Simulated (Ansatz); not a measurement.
Born–Oppenheimer molecular dynamics of ClF$_{3}$Hf (5 atoms, charge 0, multiplicity 1). It starts from a relaxed structure.

Level of theory: RKS PBE0-D4/def2-SVP in Ansatz.

```json
{
 "ensemble": "NVT, Langevin thermostat",
 "time step": "2 fs",
 "steps asked": "150",
 "set temperature": "1000 K",
 "friction": "0.005 /fs",
 "seed": "600579"
}
```

First frame:

```xyz
5
Properties=species:S:1:pos:R:3
Hf 0.001 0.000 0.029
Cl 0.000 0.000 2.375
F 1.784 0.000 -0.620
F -0.891 1.545 -0.621
F -0.891 -1.545 -0.621
```

How far do the bonds stretch over the last three quarters of this one trajectory? (Pairs bonded in most of those frames.)


```json
{"bond": "Hf1–Cl2", "mean (Å)": "2.390", "spread (Å)": "0.098", "shortest": "2.18", "longest": "2.56"}
{"bond": "Hf1–F3", "mean (Å)": "1.914", "spread (Å)": "0.040", "shortest": "1.85", "longest": "1.99"}
{"bond": "Hf1–F4", "mean (Å)": "1.909", "spread (Å)": "0.043", "shortest": "1.83", "longest": "1.99"}
{"bond": "Hf1–F5", "mean (Å)": "1.895", "spread (Å)": "0.031", "shortest": "1.83", "longest": "1.95"}
```

Mean temperature of the second half: 948 K. A run of 0.3 ps of so small a system gives no equilibrium averages.

The run took 12 min on 1 thread of Arm Neoverse V1 (shared host), peak memory 0.19 GiB.
